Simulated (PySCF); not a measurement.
Ligands exchanged one at a time, Al CH3-SH. Isolated molecules, 0 K electronic values unless said otherwise. One relaxed conformer stands for each flexible species; it need not be the lowest. Strings in code marks are SMILES.

Calculation: CAM-B3LYP-D3(BJ)/def2-TZVP (PySCF). Excitations are Tamm–Dancoff values on a coarser integration grid. The basis has no diffuse functions, so Rydberg states are missing or too high.

```json
[
 {"species": "0 of 3 CH3 replaced by SH (`[CH3][Al]([CH3])[CH3]`)", "HOMO (eV)": "-8.93", "T1 excitation (TDA) (eV)": "5.51", "S1 excitation (TDA) (eV)": "5.82", "S1 oscillator strength": "0.000"},
 {"species": "1 of 3 CH3 replaced by SH (`[CH3][Al]([CH3])[SH]` (C–Al–S–H torsion 179°))", "HOMO (eV)": "-8.77", "T1 excitation (TDA) (eV)": "5.46", "S1 excitation (TDA) (eV)": "(withheld)", "S1 oscillator strength": "0.000"},
 {"species": "2 of 3 CH3 replaced by SH (`[CH3][Al]([SH])[SH]` (S–Al–S–H torsion -1°, S–Al–S–H torsion 0°))", "HOMO (eV)": "(withheld)", "T1 excitation (TDA) (eV)": "(withheld)", "S1 excitation (TDA) (eV)": "6.09", "S1 oscillator strength": "0.001"},
 {"species": "3 of 3 CH3 replaced by SH (`[SH][Al]([SH])[SH]`)", "HOMO (eV)": "-9.02", "T1 excitation (TDA) (eV)": "5.57", "S1 excitation (TDA) (eV)": "(withheld)", "S1 oscillator strength": "0.000"}
]
```

Problem. Some entries are withheld; supply them.

Solution. 
- 1 of 3 CH3 replaced by SH (`[CH3][Al]([CH3])[SH]` (C–Al–S–H torsion 179°)), S1 excitation (TDA) (eV): 6.20
- 2 of 3 CH3 replaced by SH (`[CH3][Al]([SH])[SH]` (S–Al–S–H torsion -1°, S–Al–S–H torsion 0°)), HOMO (eV): -8.82
- 2 of 3 CH3 replaced by SH (`[CH3][Al]([SH])[SH]` (S–Al–S–H torsion -1°, S–Al–S–H torsion 0°)), T1 excitation (TDA) (eV): 5.50
- 3 of 3 CH3 replaced by SH (`[SH][Al]([SH])[SH]`), S1 excitation (TDA) (eV): 5.96
